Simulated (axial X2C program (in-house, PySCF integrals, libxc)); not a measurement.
## Bond lengths and stretching modes, held linear, of ClSeCl⁻

Computed with an in-house all-electron X2C program for linear molecules (integrals from PySCF): two-component X2C with atomic mean-field Coulomb and Gaunt terms, Gaussian nuclei, basis Cl dyall-av3z, Se dyall-v3z with contracted cores. Spin-free rows use the one-electron spin-free X2C Hamiltonian.

Masses Cl 34.969, Se 79.917, Cl 34.969 u. States: 2c Ω = 3/2 (beyond evenly filled blocks: ω = 3/2); spin-free M_S = 1/2, Λ = 1 (beyond evenly filled blocks: π+α, π+β, π-α).

HF, 2c: energies above the lowest point

```tsv
r(Cl–Se) (Å)	r(Se–Cl) (Å)	E (meV)
2.3576	2.3576	98.65
2.3576	2.4180	48.23
2.3576	2.4785	20.72
2.4180	2.3576	48.23
2.4180	2.4180	13.13
2.4180	2.4785	0.00
2.4180	2.5389	3.82
2.4785	2.3576	20.72
2.4785	2.4180	0.00
2.4785	2.4785	0.42
2.5389	2.4180	3.82
2.5389	2.5389	45.27
```

Problem. Fit a quadratic surface with cubic terms in each bond: where is the minimum, and what are the two stretching wavenumbers?

Solution. At HF, 2c: bonds 2.461 and 2.461 Å; harmonic stretches 135.3 and 259.2 cm⁻¹; force constants 0.793, 0.793 and coupling 0.59 mdyn/Å.

The other levels and Hamiltonians give:

```csv
Hamiltonian,level,r(Cl–Se) (Å),r(Se–Cl) (Å),lower stretch (cm⁻¹),upper stretch (cm⁻¹)
2c,PBE0,2.415,2.415,228.5,257.3
2c,BHandHLYP,2.436,2.436,202.3,257.1
2c,MP2,2.416,2.416,226.1,263.0
spin-free,PBE0,2.413,2.413,228.7,258.2
spin-free,HF,2.458,2.458,135.0,260.5
spin-free,BHandHLYP,2.433,2.433,202.5,257.9
spin-free,MP2,2.414,2.414,226.7,263.1
```

Each state is one determinant, the lowest of a limited PBE0 search; the stretches come from a fit to these few points and carry an uncertainty of a few per cent. Other orders of the atoms were not compared. The levels spread by more than a fifth, so the stretches depend strongly on the method. MP2 freezes inner shells (threshold -2 hartree). For an anion the highest level of a functional can be positive, and the basis then holds the extra electron. The molecule was held linear; bending was not examined, so a bent shape may lie lower. Note: functional without a current term on a determinant with orbital currents, of the molecule or an atom.
